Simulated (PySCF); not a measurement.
Vibration and rotation of GeN⁻

RHF-CCSD(T) constants of GeN⁻, ¹Σ⁺ (singlet), closed shell (basis Ge def2-TZVPPD, N def2-TZVPPD; no relativity; PySCF 2.14; masses 73.9212 and 14.0031 u):

| Property | Result |
| --- | --- |
| ωe | 935.7 cm⁻¹ |
| ωexe | 4.44 cm⁻¹ |
| Be | 0.49907 cm⁻¹ |
| αe | 0.00328 cm⁻¹ |
| D (centrifugal) | 5.68e-07 cm⁻¹ |

(1) Estimate the standard entropy (1 bar) and heat capacity of the ideal gas at 1000 K, rigid rotor with B0 and harmonic oscillator at the fundamental.

Correlated steps freeze 10 core orbitals. The CCSD T1 diagnostic is raised, a sign that a single reference may not be enough here.

Answers

(1) Translation (Sackur–Tetrode, M = 87.92 u): 189.8 J/(mol K). Rotation: q = kT/(σB0) = 1400 with σ = 1, 68.5. Vibration: x = hcν0/kT = 1.33, 6.51. S° = 264.9 J/(mol K); Cp = 7R/2 + 7.18 = 36.3 J/(mol K).
